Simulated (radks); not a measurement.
Q: The mean radii <r> (bohr) of the occupied orbitals of an atom or ion are listed with their occupations. All-electron calculation, scalar-relativistic Kohn-Sham, r2SCAN, spin-polarised, spherical densities, finite nucleus; meta-GGA in the generalised Kohn-Sham scheme; Fermi nuclear charge, rms radius of each element as measured or else 0.836 A^(1/3) + 0.57 fm. Program: a radial shooting solver on a logarithmic mesh with Libxc functionals.

| orbital | occ. | <r> |
|---|---|---|
| 1s up | 1 | 0.02068 |
| 1s down | 1 | 0.02066 |
| 2s up | 1 | 0.08477 |
| 2s down | 1 | 0.08499 |
| 2p up | 2 | 0.07438 |

Name the element and its charge. Open shells, if any, are filled with parallel spins first.

A: Z = 67, holmium, charge +61: Ho61+ in [He] 2s2 2p2. The 1s radius gives Z: for a bare nucleus <r> = (2 gamma + 1)/(2Z) with gamma = sqrt(1 - (Z/c)^2), 0.02048 bohr for Z = 67, and screening makes it slightly larger (0.02068 here). The occupations add up to 6, and the charge is Z minus that.
